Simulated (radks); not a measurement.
Numerical settings for neutral chromium, [Ar] 3d5 4s1. Calculated with a radial shooting solver on a logarithmic mesh with Libxc functionals: Dirac Kohn-Sham, LDA (Slater exchange, Perdew-Wang correlation), spin-unpolarised, spherical densities, point nucleus; open shells are shared between the two j in proportion to 2j + 1. The defaults (mesh step 0.008 in ln r, mesh end at 40 bohr or more with all orbitals vanishing there, Anderson mixing 0.5 over 9 steps, residual threshold near 1e-9 with the energy settled to 1e-9 hartree or 1e-11 of itself, here a cap of 78 iterations) give E = -1048.4964 hartree and 3d5/2 at -3.098 eV in 16 iterations. Run on one thread of a shared host, so times are rough (Arm Neoverse V2): 0.1 s of CPU time, 0.1 s wall, 16 iterations on 2669 mesh points. Changes against that run (0 stands for a change within the tolerance of the run):

| setting | iterations | converged | E (mhartree) | e(3d5/2) (meV) | CPU (s) |
|---|---|---|---|---|---|
| mesh step in ln r 0.05 | 16 | yes | +0.00151 | 0 | 0.02 |
| mesh step in ln r 0.012 | 16 | yes | 0 | 0 | 0.07 |
| mesh step in ln r 0.02 | 16 | yes | 0 | 0 | 0.04 |
| mesh end (bohr) 2 | 13 | level above zero | +7.23e+03 | +4.69e+04 | 0.06 |
| mesh end (bohr) 8 | 14 | yes | +4.77 | +285 | 0.08 |
| residual threshold 0.1 | 11 | yes | 0 | +0.367 | 0.08 |
| residual threshold 1e-16 | 78 | no | 0 | 0 | 0.24 |
| mixing 0.2 | 20 | yes | 0 | 0 | 0.12 |
| linear mixing, mixing 1 | 78 | no | +6.69e+04 | +3.11e+03 | 1.4 |
| linear mixing, mixing 0.5 | 78 | no | 0 | +0.636 | 0.37 |
| mixing history 3 | 18 | yes | 0 | 0 | 0.1 |
| iteration cap 3 | 3 | no | +10.4 | +1.13e+03 | 0.02 |

Settled on a wrong energy, with an occupied level pushed above zero by the early mesh end: mesh end (bohr) 2 (+7.23 hartree). Apart from these: settings that end as converged yet miss the energy by more than 1 mhartree: mesh end (bohr) 8 (+0.00477 hartree). A mesh that ends early acts as a hard wall.
